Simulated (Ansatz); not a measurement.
System: dichloro(dimethoxy)silane, C2H6Cl2O2Si, net charge 0, singlet state. 
Structure (B3LYP-D3(BJ)/def2-TZVP (Ansatz, a first-principles code) minimum search):
```xyz
13

C     -2.4389     1.2487    -0.3828
O     -1.5927     0.1397    -0.6830
Si    -0.0924    -0.0662    -0.1361
Cl    -0.0684    -0.1533     1.9211
Cl     0.5932    -1.8451    -0.8622
O      0.8420     1.1623    -0.6171
C      2.2162     1.3588    -0.2982
H     -3.3866     1.0814    -0.8908
H     -1.9951     2.1793    -0.7406
H     -2.6146     1.3195     0.6926
H      2.3562     1.4276     0.7825
H      2.8229     0.5397    -0.6899
H      2.5309     2.2916    -0.7622
```

Computed values are from Ansatz. Valence correlation only, unless marked. Open shells are spin-unrestricted. No spin-orbit coupling. Non-relativistic. CBS(X,Y): correlation extrapolated as X^-3; Hartree-Fock from the larger set.

Problem. What is the T1 diagnostic at CCSD/cc-pV(Q+d)Z?

Solution. 0.010.

Problem. What is the atomisation energy De at CCSD(T)/CBS(cc-pV(T+d)Z,cc-pV(Q+d)Z)?

Solution. 1211.6 kcal/mol.

Problem. What is the total energy at CCSD(T)/CBS(cc-pV(T+d)Z,cc-pV(Q+d)Z)?

Solution. -1438.8710 Eh.

Problem. What is the dipole moment at CCSD(T)/aug-cc-pV(D+d)Z?

Solution. 2.11 D.
